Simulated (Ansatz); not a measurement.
Basis sets compared for the cluster H₉Au₅⁺. The state is a doublet with charge 1. Geometry PBE-D4/def2-SVP. Ansatz on 4 threads of Arm Neoverse V2 on a shared host; times are rough, and most runs start from earlier orbitals.

```
atom   x (Å)   y (Å)   z (Å)
 Au1   0.511  -0.212   0.032
 Au2  -4.511   1.611  -0.638
 Au3  -2.040   0.470  -0.630
 Au4   5.459  -2.046   0.641
 Au5   3.058  -0.924   0.684
  H6  -5.920   2.357   0.232
  H7   1.786  -1.185  -0.620
  H8   4.378  -0.846   1.725
  H9   1.666   0.094   1.298
 H10  -0.737   0.753   0.690
 H11   6.135  -3.029  -0.405
 H12  -0.603  -0.543  -1.240
 H13  -5.636   2.984  -0.252
 H14  -3.547   0.517  -1.517
```

In the def2 sets Au takes a core potential; there is no spin–orbit coupling. In the doublet, H6 and H13 lie 0.84 Å apart (atoms count from 1), so H2 has formed as a molecule. Another isomer (doublet) lies 0.23 eV lower at PBE0-D4/def2-TZVP; other spin states weren't run for this one.

```tsv
level	functions	energy (Eh)	HOMO (eV)	LUMO (eV)	wall time
PBE-D4/def2-SVP	205	-683.9998	-9.36	-8.99	7 s
PBE0-D4/def2-SVP	205	-683.7539	-10.29	-8.45	11 s
```

Task: Estimate the rows for PBE-D4/def2-TZVP (with forces), PBE0-D4/def2-TZVP.

Result: 
```
                         level  functions  energy (Eh)  HOMO (eV)  LUMO (eV)  wall time
PBE-D4/def2-TZVP (with forces)        254    -684.0663      -9.40      -9.03      9.5 s
             PBE0-D4/def2-TZVP        254    -683.8203     -10.33      -8.47       27 s
```
